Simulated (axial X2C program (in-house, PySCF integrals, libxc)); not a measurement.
# Outer orbitals of NbCl at 2.298 Å, BLYP

Calculated with an in-house all-electron X2C program for linear molecules (integrals from PySCF). Spin-free means the one-electron spin-free X2C Hamiltonian; two-component (2c) means X2C with spin–orbit coupling and atomic mean-field two-electron Coulomb and Gaunt terms, so the difference of the two also holds small scalar two-electron terms. Basis: Nb dyall-cv3z [11s12p9d5f3g], Cl dyall-av3z [9s8p3d2f] (cores contracted in-house); Gaussian nuclei, density fitting, unrestricted open shells. Masses: Nb 92.906 u, Cl 34.969 u.

The distance is close to the 2c PBE0 minimum; the highest filled and lowest empty levels are listed.

Spin-free orbitals, state M_S = 2, Λ = 1 (beyond evenly filled blocks: σα, π+α, δ+α, δ-α) (Löwdin shares):

```json
{"symmetry": "σβ", "occupied": "yes", "ε (eV)": "-34.66", "atomic character": "97% Nb p"}
{"symmetry": "π-β", "occupied": "yes", "ε (eV)": "-33.62", "atomic character": "99% Nb p"}
{"symmetry": "π+β", "occupied": "yes", "ε (eV)": "-33.62", "atomic character": "99% Nb p"}
{"symmetry": "σα", "occupied": "yes", "ε (eV)": "-19.53", "atomic character": "75% Cl s, 8% Nb d, 7% Nb p"}
{"symmetry": "σβ", "occupied": "yes", "ε (eV)": "-19.52", "atomic character": "75% Cl s, 8% Nb d, 7% Nb p"}
{"symmetry": "σα", "occupied": "yes", "ε (eV)": "-8.65", "atomic character": "77% Cl p, 14% Nb d, 4% Nb s"}
{"symmetry": "σβ", "occupied": "yes", "ε (eV)": "-8.52", "atomic character": "80% Cl p, 12% Nb d, 4% Nb s"}
{"symmetry": "π+α", "occupied": "yes", "ε (eV)": "-7.75", "atomic character": "77% Cl p, 14% Nb d, 4% Nb f"}
{"symmetry": "π-α", "occupied": "yes", "ε (eV)": "-7.75", "atomic character": "77% Cl p, 14% Nb d, 4% Nb f"}
{"symmetry": "π-β", "occupied": "yes", "ε (eV)": "-7.65", "atomic character": "80% Cl p, 10% Nb d, 4% Nb f"}
{"symmetry": "π+β", "occupied": "yes", "ε (eV)": "-7.65", "atomic character": "80% Cl p, 10% Nb d, 4% Nb f"}
{"symmetry": "σα", "occupied": "yes", "ε (eV)": "-4.51", "atomic character": "54% Nb s, 30% Nb d, 8% Cl p"}
{"symmetry": "δ-α", "occupied": "yes", "ε (eV)": "-4.03", "atomic character": "99% Nb d"}
{"symmetry": "δ+α", "occupied": "yes", "ε (eV)": "-4.03", "atomic character": "99% Nb d"}
{"symmetry": "π+α", "occupied": "yes", "ε (eV)": "-3.81", "atomic character": "80% Nb d, 8% Cl p, 6% Nb p"}
{"symmetry": "π-α", "occupied": "no", "ε (eV)": "-3.81", "atomic character": "80% Nb d, 8% Cl p, 6% Nb p"}
{"symmetry": "σα", "occupied": "no", "ε (eV)": "-2.91", "atomic character": "40% Nb d, 34% Nb p, 14% Nb s"}
{"symmetry": "σβ", "occupied": "no", "ε (eV)": "-2.87", "atomic character": "68% Nb s, 10% Nb d, 9% Nb p"}
{"symmetry": "π-β", "occupied": "no", "ε (eV)": "-2.28", "atomic character": "83% Nb d, 5% Cl p, 5% Cl d"}
{"symmetry": "π+β", "occupied": "no", "ε (eV)": "-2.28", "atomic character": "83% Nb d, 5% Cl p, 5% Cl d"}
```

A filled and an empty partner (Λ and −Λ, same spin) share one energy because the functional has no current term.

Spinors with spin–orbit coupling (state Ω = 1):

| ω | occupied | ε (eV) | atomic character | λ mixture |
| --- | --- | --- | --- | --- |
| 3/2 | yes | -34.82 | 99% Nb p | 100% π |
| -1/2 | yes | -34.16 | 97% Nb p | 82% σ, 18% π |
| 1/2 | yes | -33.83 | 99% Nb p | 83% π, 17% σ |
| -3/2 | yes | -32.89 | 99% Nb p | 100% π |
| 1/2 | yes | -19.53 | 75% Cl s, 8% Nb d, 7% Nb p | 100% σ |
| -1/2 | yes | -19.52 | 75% Cl s, 8% Nb d, 7% Nb p | 100% σ |
| 1/2 | yes | -8.65 | 77% Cl p, 14% Nb d, 4% Nb s | 100% σ |
| -1/2 | yes | -8.52 | 80% Cl p, 12% Nb d, 4% Nb s | 100% σ |
| -1/2 | yes | -7.79 | 77% Cl p, 14% Nb d, 4% Nb f | 100% π |
| 3/2 | yes | -7.72 | 77% Cl p, 14% Nb d, 4% Nb f | 100% π |
| 1/2 | yes | -7.69 | 80% Cl p, 10% Nb d, 4% Nb f | 100% π |
| -3/2 | yes | -7.61 | 80% Cl p, 10% Nb d, 4% Nb f | 100% π |
| 1/2 | yes | -4.51 | 54% Nb s, 31% Nb d, 8% Cl p | 100% σ |
| -3/2 | yes | -4.09 | 99% Nb d | 100% δ |
| 5/2 | yes | -3.97 | 99% Nb d | 100% δ |
| -1/2 | yes | -3.84 | 80% Nb d, 8% Cl p, 6% Nb p | 100% π |
| 3/2 | no | -3.77 | 80% Nb d, 8% Cl p, 6% Nb p | 100% π |
| 1/2 | no | -2.91 | 40% Nb d, 34% Nb p, 14% Nb s | 99% σ, 1% π |
| -1/2 | no | -2.87 | 68% Nb s, 10% Nb d, 9% Nb p | 100% σ |
| 1/2 | no | -2.30 | 83% Nb d, 5% Cl p, 5% Nb p | 99% π, 1% σ |

Question: How does the gap between the highest filled and lowest empty level change from the spin-free to the 2c table?

Answer: From 0.00 to 0.07 eV at BLYP, a change of 0.07 eV.

Mulliken charges and populations of the two-component result (they depend on the basis, above all on diffuse functions):

Nb 0.34 e (s 8.74 p 18.13 d 13.75 f 0.04 g 0.01), Cl -0.34 e (s 5.95 p 11.34 d 0.04 f 0.01). ⟨Lz⟩ = -1.00 ħ and ⟨Sz⟩ = 2.00 ħ (1.98 and 0.02 on the two atoms), which add up to Ω.

One determinant describes the state; a PBE0 search over occupations chose it and may have missed a lower one. Density functionals use the spin component along the axis (collinear). Other states lie close and PBE0, whose exact exchange favours high spin, may order them wrongly; the determinant shown need not be the ground state. The nearest other spin-free determinant of the search, M_S = 2, Λ = 2, lies 0.28 eV up at the distance of the search. Without a current term, density functionals place determinants with orbital angular momentum somewhat too high. With several unpaired electrons one determinant need not be a pure state. Open-shell Ω = 0 determinants with evenly filled partner blocks cannot be reached by this program, so the Ω shown need not be the lowest component.
